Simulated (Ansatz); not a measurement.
Job for Ansatz (a first-principles code): R-CCSD(T)/aug-cc-pVTZ on N2 (SMILES N#N) with ghost functions.

Ansatz 0.2 input:
```yaml
crystal:
  periodic: [false, false, false]
  atoms:
    - {symbol: N, position_ang: [-0.34312846, 0.10551158, -0.85592625]}
    - {symbol: N, position_ang: [0.26455742, -0.08135483, 0.03025079]}
basis:
  gaussian:
    orbitals: aug-cc-pVTZ
    ghost_atoms:
      - {symbol: C, position_ang: [0.56148386, -0.24332886, 3.19898046]}
      - {symbol: O, position_ang: [-0.48424015, 0.02542717, 3.72043595]}
      - {symbol: H, position_ang: [0.83024462, -1.28006895, 2.91903491]}
      - {symbol: H, position_ang: [1.31858377, 0.52981404, 2.96558228]}
magnetization: {spin_polarized: false}
correlation: {method: ccsd_t, electrons: outside_noble_gas}
scf: {lower_state_search: off}
```

It printed:

```
WARN ansatz: RAYON_NUM_THREADS=2 ignored (pool sized by the plan → 2); use --threads N
Functional definition: HF
these checks for a lower state are left out or cut short: stability, starts, cluster_reference, orbital_swaps, neighbouring_geometries, increment
integrals: 1.23 GiB planned
1362 factors; integrals over basis functions are off by at most 6.6e-4 eV
mean field: 0.58 GiB planned
mean field evaluation 1: about -2965.3229 eV, gradient 1.1e1 eV
mean field evaluation 2: about -2965.3368 eV, gradient 1.1e1 eV
mean field evaluation 4: about -2965.6593 eV, gradient 6.0e-1 eV
mean field evaluation 8: about -2965.6602 eV, gradient 2.8e-4 eV
mean field -2965.66022517 eV, -108.9860030783 hartree, gradient 2.9e-6 eV, S^2 0.000000; 0 other end points of the search recorded, 0 dependent functions left out
2 core orbitals not correlated
reference -2965.66022517 eV, -108.9860030783 hartree; 5, 5 occupied and 223, 223 virtual orbitals, 1362 factors
second order -10.27868172 eV of doubles, -0.00000000 eV of singles
coupled cluster: 3.91 GiB planned
cycle   1  -9.80120611 eV  change    4.8e-1 eV  update   8.1e-2
cycle   2  -10.15700025 eV  change   -3.6e-1 eV  update   2.5e-2
cycle   3  -10.21951218 eV  change   -6.3e-2 eV  update   9.9e-3
cycle   4  -10.22152949 eV  change   -2.0e-3 eV  update   2.3e-3
cycle   5  -10.22369559 eV  change   -2.2e-3 eV  update   6.3e-4
cycle   6  -10.22372164 eV  change   -2.6e-5 eV  update   1.3e-4
cycle   7  -10.22378773 eV  change   -6.6e-5 eV  update   2.9e-5
cycle   8  -10.22380125 eV  change   -1.4e-5 eV  update   8.8e-6
cycle   9  -10.22379891 eV  change    2.3e-6 eV  update   2.4e-6
perturbative correction -0.51460531 eV, -0.0189113962 hartree
Total energy: -2976.39862939 eV, -109.3806321547 hartree
Checks for a lower state left out: stability, starts, cluster_reference, orbital_swaps, neighbouring_geometries, increment
```

The calculation finished and met its thresholds.

Cost: very roughly 60 core-seconds.
